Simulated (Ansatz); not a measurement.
Cost and result for the atomization energy of C$_{3}$H$_{7}$GaS, SMILES `C/C(S)=[CH]/[GaH2]` (12 atoms, 11 bonds).

```xyz
12

C    -0.400    0.053   -1.892
C    -0.177    0.042   -0.419
S     0.564    1.515    0.320
C    -0.493   -0.872    0.496
Ga    0.190   -0.229    2.246
H     0.546    0.137   -2.435
H    -1.019    0.903   -2.193
H    -0.895   -0.869   -2.202
H     1.848    1.306   -0.032
H    -1.010   -1.776    0.176
H     1.633   -0.678    2.677
H    -0.787    0.468    3.258
```

The species carries charge 0 and has multiplicity 1. Correlated methods include outer-core shells of Ga, which these sets cover unevenly. Scalar relativity is left out up to krypton. All single points use the PBE0-D4/def2-TZVP geometry. It is one conformer, not always the lowest. Program: Ansatz. All runs use 4 threads of an Arm Neoverse V2 on a shared host. Times are those of one run each, without the atoms' runs, and a repeat can differ threefold. Electronic energies, without spin–orbit coupling; frozen cores. CCSD(T)/CBS adds CCSD(T) − MP2 in def2-TZVPP to the MP2 limit, and its time is that of the two runs behind it. T1 = 0.013. With those shells the extrapolation isn't a true limit.

CCSD(T)/CBS is a level of theory with its own doubt, some kJ/mol a heavy atom from the limit and from the frozen cores, so smaller differences don't rank the functionals.

| level | functions | wall time |
| --- | --- | --- |
| revPBE-D4/def2-TZVPP | 281 | 2.6 s |
| PBE0-D4/def2-TZVPP | 281 | 4.6 s |
| BHLYP-D4/def2-TZVPP | 281 | 5 s |
| r2SCAN-D4/def2-TZVPP (with forces) | 281 | 6.5 s |
| r2SCANh-D4/def2-TZVPP | 281 | 8 s |
| PBE-QIDH/def2-TZVPP | 281 | 8.5 s |
| B2PLYP/def2-TZVPP | 281 | 9 s |
| CCSD(T)/def2-SVP | 127 | 13 s |
| B97M-V/def2-TZVPP | 281 | 14 s |
| ωB97M-V/def2-TZVPP (with forces) | 281 | 17 s |
| MP2/def2-QZVPP | 540 | 37 s |
| CCSD(T)/def2-TZVPP | 281 | 5.8 min |
| CCSD(T)/CBS(def2) | – | 6.4 min |

(1) What atomization energy does each give, and how far from CCSD(T)/CBS? (Estimate.)

Results:

(1) Ansatz gave: 
```
                             level  atomization (kJ/mol)  difference from CCSD(T)/CBS  per bond
              revPBE-D4/def2-TZVPP                4218.1                        -14.3      -1.3
                PBE0-D4/def2-TZVPP                4254.3                         21.9       2.0
               BHLYP-D4/def2-TZVPP                4110.9                       -121.5     -11.0
r2SCAN-D4/def2-TZVPP (with forces)                4253.1                         20.7       1.9
             r2SCANh-D4/def2-TZVPP                4230.7                         -1.7      -0.2
               PBE-QIDH/def2-TZVPP                4227.8                         -4.6      -0.4
                 B2PLYP/def2-TZVPP                4170.8                        -61.6      -5.6
                  CCSD(T)/def2-SVP                4032.5                       -199.9     -18.2
                 B97M-V/def2-TZVPP                4258.7                         26.3       2.4
  ωB97M-V/def2-TZVPP (with forces)                4237.3                          4.9       0.4
                    MP2/def2-QZVPP                4245.9                         13.5       1.2
                CCSD(T)/def2-TZVPP                4140.3                        -92.1      -8.4
                 CCSD(T)/CBS(def2)                4232.4                          0.0       0.0
```

In def2-TZVPP, CCSD(T) changes the Hartree–Fock value by +1055.6 kJ/mol (the triples alone add +69.4 kJ/mol) and MP2 by +1107.4 kJ/mol; breaking electron pairs costs correlation energy, which Hartree–Fock lacks. At CCSD(T), def2-SVP lies −199.9 kJ/mol from the extrapolated value and def2-TZVPP −92.1 kJ/mol: correlation converges slowly with the basis, and small sets miss more of it in the bonded molecule than in its fragments. From PBE to PBE0 (25 % exact exchange), in def2-TZVPP and without D4, the atomization energy moves by −53.6 kJ/mol: exact exchange takes away binding that semilocal exchange gives to molecules.
